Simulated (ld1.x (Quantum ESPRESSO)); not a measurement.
Mg: from the effect back to the setting (PAW)

Base potential:

ld1.x (Quantum ESPRESSO) 7.5 input, shortened:

```
&input
   title='Mg', zed=12., rel=1, dft='PBE', iswitch=3,
   config='[Ne] 3s1.75 3p0'
 /
 &inputp
   pseudotype=3, lpaw=.true., tm=.true., lloc=-1, rcloc=1.40,
   nlcc=.true., new_core_ps=.true.,
   which_augfun='PSQ', rmatch_augfun_nc=.true.
 /
4
3S  1  0   1.75   0.00  1.90  2.25  0.0
3S  1  0   0.00   0.95  1.90  2.25  0.0
2P  2  1   6.00   0.00  1.55  1.65  0.0
3P  3  1   0.00   0.00  1.55  1.65  0.0
 &test
   configts(1)='2p6 3s1.75 3p0'
 /
```

Cutoffs, loose and tight: the cutoffs (Ry, on a coarse ladder) from which the occupation-weighted sum of valence levels, in a spherical-Bessel basis at the reference potential, stays within 10 and 1 mRy of its value at 400 Ry. They do not see the model core or the augmentation charge, which bear on the density cutoff. Test errors are all-electron minus pseudo excitation energies from the reference, over the configurations 2p6 3s2 3p0; 2p6 3s1 3p0; 2p6 3s0 3p0; 2p5 3s2 3p0; 2p6 3s1 3p1; 2p6 3s1.5 3p0; 2p6 3s0 3p2; variants that change the core or the reference have their own tests.

Only the scale of all radii but the core radius (base = 1) is moved (2 further runs of the sweep failed or gave no value and are left out):

```csv
scale of all radii but the core radius (base = 1),"cutoff, loose","cutoff, tight",bound ghosts,largest test error (meV)
0.91,35 Ry,60 Ry,none,"-0.1 over the solved tests; test run stopped at test 7 of 7 (negative rho), 4 before it not solved"
1.01,30 Ry,45 Ry,none,-533
1.14,21 Ry,35 Ry,none,-4.3 over the solved tests; test run stopped at test 4 of 7 (negative rho)
1.24,18 Ry,30 Ry,none,-128 over the solved tests; 2 of 7 tests not solved or not reliable
1.3,15 Ry,25 Ry,none,-3.2 over the solved tests; 3 of 7 tests not solved or not reliable
1.38,15 Ry,21 Ry,none,"test run stopped at test 2 of 7 (negative rho), 1 before it not solved"
```

One more run gave cutoff, loose: 25 Ry; cutoff, tight: 40 Ry; bound ghosts: none; largest test error (meV): -462 over the solved tests; 2 of 7 tests not solved or not reliable. Which value of the scale of all radii but the core radius (base = 1) was used?

1.08. The tight cutoff moves one way along this sweep, from 60 Ry at 0.91 to 21 Ry at 1.38, which places the run between 1.01 and 1.14.
